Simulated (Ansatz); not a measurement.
This geometry of C3H6STe (11 atoms, charge 0, multiplicity 1) is a first-order saddle point.

Level of theory: RKS PBE0/def2-SVP in Ansatz.

```xyz
11
Properties=species:S:1:pos:R:3
C -1.594 0.272 1.132
Te 0.334 1.218 1.384
C 1.448 0.384 -0.207
C 0.786 -0.596 -1.123
S 2.992 0.874 -0.349
H -2.356 1.042 0.962
H -1.552 -0.397 0.264
H -1.832 -0.312 2.030
H 0.422 -1.473 -0.563
H 1.501 -0.930 -1.887
H -0.084 -0.139 -1.622
```

Task: Which two structures does it join? (They come from a converged band through this point; their orientation in space is the band's.)

Result: No bond is made or broken. The dihedral H7–C1–Te2–C3 goes from -61 to 62°. The two ends are copies of one structure, up to a mirror image or an exchange of like atoms.

First end point:

```xyz
11
Properties=species:S:1:pos:R:3
C -1.660 0.540 0.789
Te 0.173 1.677 0.845
C 1.452 0.378 -0.224
C 0.875 -0.903 -0.735
S 2.997 0.840 -0.434
H -2.414 1.142 1.315
H -1.984 0.381 -0.247
H -1.535 -0.418 1.309
H 0.469 -1.509 0.091
H 1.651 -1.479 -1.259
H 0.041 -0.707 -1.430
```

Last end point:

```xyz
11
Properties=species:S:1:pos:R:3
C -1.459 0.117 1.240
Te 0.455 1.085 1.477
C 1.428 0.430 -0.281
C 0.664 -0.458 -1.210
S 2.954 0.930 -0.534
H -1.957 0.468 0.328
H -1.339 -0.974 1.224
H -2.061 0.401 2.114
H 0.335 -1.376 -0.696
H 1.293 -0.729 -2.068
H -0.246 0.049 -1.575
```

Task: How far does it lie above each of them?

Result: 0.8 kcal/mol above the first and 0.8 kcal/mol above the second. This is the barrier of this one path; another mechanism may lie lower.

Run time: 2.9 min on 2 threads of Arm Neoverse V2, on a shared host, peak memory 0.29 GiB.
